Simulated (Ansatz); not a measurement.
nido-B5H9 (Br for H, site b on B) (B₅H₈Br), relaxed as a singlet with RKS PBE-D4/def2-SVP in Ansatz, starting from the GFN2-xTB geometry. Force threshold 0.02 eV/Å.

Another isomer (singlet) lies 0.02 eV lower at PBE-D4/def2-SVP; other spin states weren't run for this one.

Start:

Cartesian coordinates in Å:
```
B 1.269 -0.165 0.275
B -0.270 -1.115 0.628
B -0.179 0.576 0.764
B 0.314 0.979 -0.810
B -1.226 0.028 -0.457
Br -0.543 1.734 2.308
H 2.330 -0.124 0.768
H -0.568 -1.912 1.431
H 0.533 2.029 -1.279
H -2.367 0.240 -0.610
H 0.905 -1.439 0.072
H -0.997 -1.292 -0.484
H -0.552 0.305 -1.581
H 1.351 0.157 -1.024
```

| step | energy (eV) | largest force component (eV/Å) | SCF passes |
| --- | --- | --- | --- |
| 1 | -73531.7236 | 1.566 | 18 |
| 2 | -73531.9370 | 0.365 | 22 |
| 3 | -73531.9483 | 0.026 | 23 |
| 4 | -73531.9485 | 0.004 | 13 |

Force components are those of the run's own axes.

End:

```xyz
14

B     1.2355   -0.1435    0.2929
B    -0.2704   -1.0730    0.6386
B    -0.1943    0.6229    0.8277
B     0.3012    0.9757   -0.7682
B    -1.2049    0.0458   -0.4229
Br   -0.5543    1.7740    2.3587
H     2.3540   -0.1466    0.7429
H    -0.5657   -1.9482    1.4135
H     0.5426    2.0227   -1.3151
H    -2.3771    0.2209   -0.6440
H     0.8914   -1.4356    0.0232
H    -0.9577   -1.2920   -0.5191
H    -0.5248    0.2601   -1.5852
H     1.3246    0.1168   -1.0430
```

By distances, no bond broke or formed. The bond that changes most is B4–B5, from 1.84 to 1.80 Å (atoms count from 1).

No frequencies were taken in this run, so the end may be a saddle point.

It took 5 s on 4 threads of Intel Xeon on a shared host.
